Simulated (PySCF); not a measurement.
# What a mistake does to a calculation on BGeH7OSi

These are calculations, not measurements. They come from PySCF 2.14.0, an open-source quantum chemistry program, on an isolated molecule that a program drew, which may never have been made. The molecule is BGeH7OSi (charge 0, singlet), drawn as the SMILES string `O[BH][GeH2][SiH3]`.

Each row is a Hartree-Fock (HF) and frozen-core CCSD(T) single point in the cc-pV(D+d)Z basis, meant for a local HF minimum. Run 1 is clean. Each other run has one planted mistake out of seven kinds, and not every kind appears here: one electron removed, one electron added, multiplicity raised by two, geometry at a saddle point, minimal basis STO-3G, one bond length entered in bohr, all coordinates scaled. The reference is restricted for singlets and unrestricted otherwise, and also for a bond in bohr. Adding or removing an electron swaps singlet and doublet. Electrons count all cores. HOMO and LUMO are orbital energies over both spins, the gradient is its largest component, and the lowest frequency (negative if imaginary) is given only where the gradient is small. Bond lengths are over the 10 bonds as drawn. T1 is the CCSD diagnostic: over 0.02 (restricted) or 0.045 (unrestricted) a single reference is doubtful. Germanium has the cc-pVDZ-PP basis, with a core potential (ECP10MDF) in place of its 10 inner electrons, and its 3s, 3p and 3d shells are frozen in CCSD(T).

Geometry of the clean run:
```xyz
11
BGeH7OSi, angstrom
O     1.2871   -1.4515   -1.5996
B     0.5008   -1.0028   -0.6045
Ge   -1.0181    0.4211   -0.8897
Si   -0.5568    2.5074    0.2257
H     1.0977   -1.0934   -2.4539
H     0.7226   -1.4528    0.4868
H    -2.3558   -0.1124   -0.3506
H    -1.2208    0.7160   -2.3919
H     0.6985    3.1000   -0.2975
H    -0.3987    2.2828    1.6827
H    -1.6624    3.4699    0.0080
```

```
run  electrons  basis functions  <S^2>  HOMO (eV)  LUMO (eV)  gradient (hartree/bohr)  lowest frequency (cm^-1)  mean bond (Å)  longest bond (Å)      T1  HF (hartree)  CCSD(T) (hartree)               mistake
  1         66              109  0.000     -10.12       2.46                  8.2e-06                        46         1.5534             2.410  0.0150    -685.97469         -686.52240              no fault
  2         65              109  0.786     -16.03      -7.96                  7.9e-02                         -         1.5534             2.410  0.0215    -685.64239         -686.17543  one electron removed
  3         66              109  0.000     -10.05       2.25                  2.9e-02                         -         1.6015             2.485  0.0157    -685.96606         -686.51795                     ?
  4         66              109  0.979      -8.82       0.72                  8.8e-03                         -         1.7678             4.555  0.0166    -685.89320         -686.41771                     ?
```

**Which mistake was planted in run 3, and what did it cost?**

The mean and the longest bond both change by the same factor, 1.031, and the gradient is no longer small. So the mistake is: all coordinates scaled. Subtracting run 1 and multiplying by 627.51 kcal/mol a hartree, the energy moved by 5.4 kcal/mol in HF and 2.8 kcal/mol in CCSD(T).

**Which mistake was planted in run 4, and what did it cost?**

The mean bond changes by a factor of 1.138 and the longest by 1.890, so the molecule wasn't scaled as a whole. A length L in bohr read as angstrom grows by (1/0.5292 - 1) L = 0.890 L. The 10 bonds together grew by 10 x 0.2144 = 2.144 Å, which gives L = 2.410 Å. That is bond Ge3-Si4, 2.410 Å in the clean geometry. So the mistake is: one bond length entered in bohr. Subtracting run 1 and multiplying by 627.51 kcal/mol a hartree, the energy moved by 51.1 kcal/mol in HF and 65.7 kcal/mol in CCSD(T).

